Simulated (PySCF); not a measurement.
**Pt⁺: excitation energy**

Pt⁺ [Xe] 4f14 5d9 (2D) → Pt⁺ [Xe] 4f14 5d8 6p1 (high-spin determinant), as a difference of total energies. Calculation: PySCF 2.14, in def2-SVPD with the def2 core potential (60 electrons) (6s4p2d1f, 35 functions); a scalar-relativistic core potential. Correlated levels: valence: 5s2 5p6 frozen; valence and next inner shell: nothing frozen outside the core potential. The calculations carry no spin-orbit coupling.

```csv
method,excitation energy (eV)
UHF,6.856
LDA,7.987
PBE,7.785
PBE0,7.742
TPSSh,7.643
wB97M-V,7.986
MP2 (valence),7.631
SCS-MP2 (valence),7.662
MP2 (valence and next inner shell),7.599
SCS-MP2 (valence and next inner shell),7.567
```

**Question.** How much does correlation contribute at MP2 (valence and next inner shell)?

**Answer.** 7.599 − (6.856) = 0.743 eV, measured against UHF.

The determinant of the upper state mixes LS terms, which raises its energy above the lowest term, most at the Hartree-Fock and MP2 levels.
